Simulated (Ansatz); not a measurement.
**Cost against result**

Saddle point of SiHCl3, closed shell (SiCl₂ + HCl → SiHCl₃ ([Cl][SiH]([Cl])[Cl]); bonds formed: Si1–H4, Si1–Cl5; bonds broken: H4–Cl5), PBE0-D4/def2-TZVP structure:

Si1  (-0.227, -0.212, -0.577)
Cl2  (1.677, -0.793, -1.028)
Cl3  (-1.101, -1.763, 0.423)
H4  (-0.524, 1.336, -0.111)
Cl5  (0.176, 1.433, 1.293)
(Å)

Barriers are electronic and count from the start structure reached by relaxing down the imaginary mode.

Computed with Ansatz 0.2.0 (basis: as named in each row); correlated methods freeze the cores. B3LYP uses VWN-RPA correlation. Extrapolation: Hartree–Fock as exp(−7.88 √X), correlation as X^−2.97.

Times are rough, for one single point on 2 threads of a shared host (Arm Neoverse V2).

The estimate by CCSD(T) at an estimated basis limit (MP2 extrapolated from triple and quadruple zeta, plus CCSD(T) − MP2 in triple zeta) is 0.742 eV.

```csv
method,basis,time (s),barrier (eV),method less estimate
SPW92,def2-TZVPP,1,0.208,-0.534
PBE-D4,def2-TZVPP,2,0.398,-0.343
BLYP-D4,def2-TZVPP,2,0.557,-0.185
BHLYP-D4,def2-TZVPP,2,0.874,0.133
B3LYP-D4,def2-TZVPP,3,0.673,-0.069
PBE0-D4,def2-TZVPP,3,0.559,-0.183
CAM-B3LYP-D4,def2-TZVPP,3,0.779,0.037
RPA on PBE,def2-TZVPP,3,0.816,0.075
r2SCAN-D4,def2-TZVPP,4,0.409,-0.333
B2PLYP,def2-TZVPP,4,0.717,-0.025
PBE-QIDH,def2-TZVPP,5,0.675,-0.067
r2SCAN0-D4,def2-TZVPP,5,0.566,-0.176
wB97X-V,def2-TZVPP,6,0.797,0.055
B97M-V,def2-TZVPP,8,0.579,-0.163
wB97M-V,def2-TZVPP,8,0.841,0.099
MP2,def2-QZVPP,11,0.657,-0.085
CCSD(T),def2-TZVPP,36,0.803,0.062
```

All methods are single points on the PBE0-D4 structures.

T1 diagnostic: at most 0.013. The restricted Hartree–Fock reference is unstable towards an unrestricted one at one or more of these structures.

Losses and insertions of silylenes and their heavier kin drive the gas-phase chemistry of silicon and germanium vapour deposition.

Labels in which every atom is bracketed show which atoms are joined, not bond orders.
